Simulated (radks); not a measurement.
Values are calculated unless marked as measured or tabulated.
Species: Pb3+. Configuration: [Xe] 4f14 5d10 6s1 (the NIST ground configuration). Level of theory: scalar-relativistic Kohn-Sham, Slater X-alpha with alpha = 0.945, spin-polarised, spherical densities, finite nucleus; open shells are filled with parallel spins first (spin-orbit coupling, left out, can overturn this in heavy ions); Fermi nuclear charge, rms radius 5.5012 fm (a radial shooting solver on a logarithmic mesh with Libxc functionals).

Unscreened Slater integrals over Kohn-Sham orbitals (hartree). They are taken over the spin-up orbitals.

integral      value
F0(6s,6s)   0.44529
F0(6s,5d)   0.52078
G2(6s,5d)   0.11194
F0(6s,5p)   0.54330
G1(6s,5p)  0.045153
F0(6s,4f)   0.58226
G3(6s,4f)  0.018102
F0(5d,5d)   0.72643
F2(5d,5d)   0.38147
F4(5d,5d)   0.25534
F0(5d,5p)   0.80884
F2(5d,5p)   0.41051
G1(5d,5p)   0.50176
G3(5d,5p)   0.31266
F0(5d,4f)   0.93385
F2(5d,4f)   0.22724
F4(5d,4f)   0.10666
G1(5d,4f)  0.067962
G3(5d,4f)  0.067537
G5(5d,4f)  0.055117
F0(5p,5p)   0.93369
F2(5p,5p)   0.50367
F0(5p,4f)    1.1533
F2(5p,4f)   0.35480
G2(5p,4f)   0.12274
G4(5p,4f)   0.10744
F0(4f,4f)    2.0434
F2(4f,4f)    1.0302
F4(4f,4f)   0.65960
F6(4f,4f)   0.47852
